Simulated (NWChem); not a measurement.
AlHICl; SMILES [Cl][AlH][I]

Results from NWChem. Structure relaxed at the PBE0/def2-SVP level. def2 effective core potentials on I; no spin-orbit coupling. B3LYP is NWChem's, with the RPA form of VWN correlation. Ions are spin-unrestricted doublets at the neutral geometry; other ion states weren't tried.

```tsv
level	−ε(HOMO) (eV)
B3LYP/def2-SVP	7.64
PBE/def2-SVP	6.79
LRC-wPBEh/def2-SVP	(withheld)
LDA (Slater exchange, VWN5)/def2-SVP	6.92
BHandHLYP/def2-SVP	8.89
```

Task: Complete the blanks.

Result: 
- LRC-wPBEh/def2-SVP, −ε(HOMO) (eV): 9.79
